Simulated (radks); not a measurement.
Q: Radial electron density D(r) = 4 pi r^2 rho(r) of an atom or ion with 11 electrons. Method: non-relativistic Kohn-Sham, LDA (Slater exchange, Perdew-Wang correlation), spin-polarised, spherical densities, point nucleus; computed with a radial shooting solver on a logarithmic mesh with Libxc functionals.

```
   r/bohr * D(r) (the largest magnitude, 17, reaches the edge; | marks zero)
  0.01209 |        *
  0.01353 |          *
  0.01525 |            *
  0.01706 |              *
  0.01923 |                 *
  0.02169 |                     *
  0.02426 |                        *
  0.02735 |                            *
  0.03059 |                                *
  0.03449 |                                     *
  0.03889 |                                         *
  0.04349 |                                             *
  0.04904 |                                                *
  0.05485 |                                                   *
  0.06185 |                                                     *
  0.06973 |                                                      *
  0.07799 |                                                      *
  0.08794 |                                                    *
  0.09836 |                                                 *
   0.1109 |                                             *
    0.125 |                                         *
   0.1399 |                                      *
   0.1577 |                                   *
   0.1778 |                                  *
   0.1989 |                                   *
   0.2242 |                                     *
   0.2508 |                                        *
   0.2828 |                                             *
   0.3188 |                                                *
   0.3566 |                                                  *
   0.4021 |                                                 *
   0.4497 |                                               *
   0.5071 |                                         *
   0.5717 |                                  *
   0.6395 |                           *
    0.721 |                   *
   0.8064 |             *
   0.9093 |        *
    1.025 |     *
    1.147 |   *
    1.293 |  *
    1.446 |  *
     1.63 |  *
    1.838 | *
    2.056 |*
    2.318 |*
    2.593 *
    2.924 *
    3.297 *
    3.687 *
    4.157 *
     4.65 *
```

What is the nuclear charge?

A: Z = 15. The innermost maximum, from 1s, lies near 1/Z = 0.0667 bohr (found: 0.0703), and its height grows with Z. The density is that of the phosphorus ion P4+ in [Ne] 3s1; the configuration itself is not fixed sharply by these data, and Z only to about a unit. D(r) has 2 maxima, at r = 0.0703, 0.371 bohr, and minima at 0.179 bohr, inside which lie 2.19 electrons.
